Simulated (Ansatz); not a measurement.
`CC(=O)[O][GeH3]` → `O=C[O][GeH3]` + `[CH2]` (triplet) at 298.15 K and 1 bar (formal loss of a carbene).

Calculated with Ansatz (gas phase, PBE0-D4/def2-TZVP geometries, no zero-point term in ΔE). CCSD(T)/CBS adds triple-zeta CCSD(T) − MP2 to the extrapolated MP2 energy (def2 sets, frozen cores). This one scheme is used for every species. Triplets are unrestricted, without spin–orbit coupling. For Ge outer-core shells are correlated without core-valence functions, which leaves a few kJ/mol of doubt a bond. Scalar relativity is left out up to krypton. Each species was taken in one conformer, which may not be the lowest.

```csv
species,CCSD(T)/CBS energy (Eh),H − E (kJ/mol),S (J/(mol·K))
`CC(=O)[O][GeH3]`,-2306.19992,218.7,350.4
`O=C[O][GeH3]`,-2266.92775,141.6,312.8
`[CH2]` (triplet),-39.09499,55.4,195.3
```

H − E and S are ideal-gas, rigid-rotor, harmonic terms from PBE0-D4/def2-TZVP, for one conformer and one mirror image of each species, with the whole ground term of open shells counted as degenerate. 1 Eh = 2625.50 kJ/mol, R = 8.31446 J/(mol·K).

Q: By hand: ΔE, ΔH, ΔS and ΔG.

A: ΔE = (-2266.92775) + (-39.09499) − (-2306.19992) = 0.17718 Eh = 465.2 kJ/mol. Δ(H − E) = 141.6 + 55.4 − 218.7 = -21.7, so ΔH = 443.5 kJ/mol. ΔS = 312.8 + 195.3 − 350.4 = 157.7 J/(mol·K). ΔG = 443.5 − 298.15 × (157.7)/1000 = 396.5 kJ/mol.

Q: By hand: the equilibrium constant, and the temperature at which ΔG would vanish if ΔH and ΔS stayed fixed.

A: log₁₀ K = −ΔG/(RT ln 10) = -69.5. ΔG = 0 at ΔH/ΔS = 2812 K, far beyond where these terms or the molecules hold.

The number of gas molecules changes by +1, which sets the sign of ΔS. A doubt of 5 kJ/mol in ΔE shifts log₁₀ K by 0.9 here. Other conformers and mirror images would add mixing entropy, several J/(mol·K) or more a flexible species. A triplet takes part, so the spin changes. These are equilibria of isolated gas molecules and say nothing of rates. Largest T1 diagnostic: 0.015 (customary marks: 0.02 for closed shells, 0.045 for open ones).
